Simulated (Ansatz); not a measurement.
Program: Ansatz. Geometries: PBE0-D4/def2-TZVP. ΔE: electronic, gas phase. CCSD(T)/CBS is the MP2 limit (def2-TZVPP, def2-QZVPP) plus CCSD(T) − MP2 in def2-TZVPP, frozen cores. This one scheme is used for every species. Functionals use def2-TZVPP. Each species was taken in one conformer, which may not be the lowest.

Consider the hydrogenolysis of a B–F bond: `COB(F)Cl` + H₂ → `COBCl` + H–F.

`COB(F)Cl`:

Z-matrix (Å, degrees):
```
C
O 1 1.414
H 1 1.091 2 111.7
H 1 1.091 2 108.6 3 -120.9
H 1 1.090 2 108.2 3 120.8
B 2 1.333 1 126.0 3 5.7
Cl 6 1.765 2 124.1 1 -0.3
F 6 1.320 2 118.3 1 179.8
```

H₂:

```xyz
2

H     0.169   -0.173   -0.284
H    -0.169    0.173    0.284
```

`COBCl`:

Cartesian coordinates in Å:
```
C -0.292 0.411 -1.008
O -0.202 -0.655 -0.080
B 0.323 -0.486 1.134
Cl 0.390 -1.871 2.211
H -1.341 0.558 -1.270
H 0.114 1.337 -0.594
H 0.263 0.139 -1.907
H 0.746 0.566 1.514
```

H–F:

Cartesian coordinates in Å:
```
F -0.111 0.130 -0.427
H 0.111 -0.130 0.427
```

CCSD(T)/CBS gives +26.4 kcal/mol.

Task: Another level gave +30.2 kcal/mol. Which?
A. CAM-B3LYP-D4/def2-TZVPP
B. PBE-D4/def2-TZVPP
C. B97M-V/def2-TZVPP
D. revPBE/def2-TZVPP

Result: C. B97M-V 30.2, PBE-D4 27.4, CAM-B3LYP-D4 28.8, revPBE 25.9 kcal/mol.

Largest T1 diagnostic among the species: 0.012.

From r2SCAN to r2SCAN0 (25 % exact exchange), in def2-TZVPP and without D4, ΔE moves by −0.9 kcal/mol. The D4 term adds +1.0 kcal/mol with B3LYP and +0.5 kcal/mol with PBE0; it sums over pairs of atoms, weighted by their polarisabilities, and B3LYP, whose exchange is more repulsive, gets the larger term.

B3LYP here is the variant with VWN-RPA as its local correlation; programs differ in this.
